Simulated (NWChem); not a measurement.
Species: LiCl; SMILES [Li][Cl]

Results from NWChem. The level has its own optimisation; frequencies are unscaled.

Predict the results for PBE/def2-SVP. Quantities: r Cl–Li (Å); highest harmonic frequency (cm⁻¹); zero-point energy (kcal/mol); dipole (D).

The r Cl–Li (Å) is 2.007 and the highest harmonic frequency (cm⁻¹) is 671. The zero-point energy (kcal/mol) is 1.0 and the dipole (D) comes out as 6.28.
